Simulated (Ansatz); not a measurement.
Z-matrix (Å, degrees):
```
Ti
N 1 1.891
O 1 1.814 2 104.5
N 1 1.883 2 108.6 3 118.4
O 1 1.810 2 111.7 3 -124.5
C 1 2.979 2 100.8 3 95.9
H 1 2.462 2 22.4 3 -14.9
C 2 1.450 1 135.8 3 -154.0
H 3 0.957 1 132.6 2 -131.3
H 4 1.014 1 121.2 2 110.3
H 5 0.957 1 130.9 2 3.6
C 6 1.524 1 122.1 2 34.8
C 6 1.522 1 122.2 2 -170.4
H 6 1.098 1 76.2 2 -67.8
C 8 1.518 2 110.5 1 -27.9
C 8 1.522 2 110.6 1 -151.1
H 8 1.103 2 109.6 1 90.5
H 12 1.095 6 110.4 1 94.6
H 12 1.092 6 110.6 1 -24.9
H 12 1.093 6 111.2 1 -145.7
H 13 1.093 6 111.3 1 145.2
H 13 1.091 6 110.5 1 24.4
H 13 1.095 6 110.3 1 -95.1
H 15 1.092 8 110.8 2 57.4
H 15 1.092 8 110.7 2 177.7
H 15 1.094 8 110.2 2 -62.5
H 16 1.094 8 111.1 2 -58.2
H 16 1.093 8 111.0 2 -178.2
H 16 1.094 8 110.3 2 61.6
```

Total charge 0; spin multiplicity 1.

(1) List the ωB97M-V/def2-TZVPP orbital energies in eV (Ansatz). (Best estimate.)

Results:

(1) Computed: Occupied: -4879.88, -548.53, -525.63, -525.58, -457.07, -457.02, -457.02, -393.70, -393.69, -282.17, -282.16, -281.01, -280.94, -280.93, -280.91, -69.05, -44.59, -44.37, -44.30, -29.51, -29.32, -26.98, -26.88, -23.33, -23.23, -21.89, -21.80, -18.84, -18.56, -16.10, -15.91, -15.84, -15.53, -15.17, -15.06, -14.52, -14.12, -13.60, -13.23, -13.14, -12.81, -12.34, -12.23, -12.12, -12.09, -12.01, -11.81, -11.73, -11.53, -11.21, -11.04, -9.35, -8.51. Lowest empty: 1.13, 1.41, 1.76, 2.22, 2.48, 2.61, 2.69, 2.80.
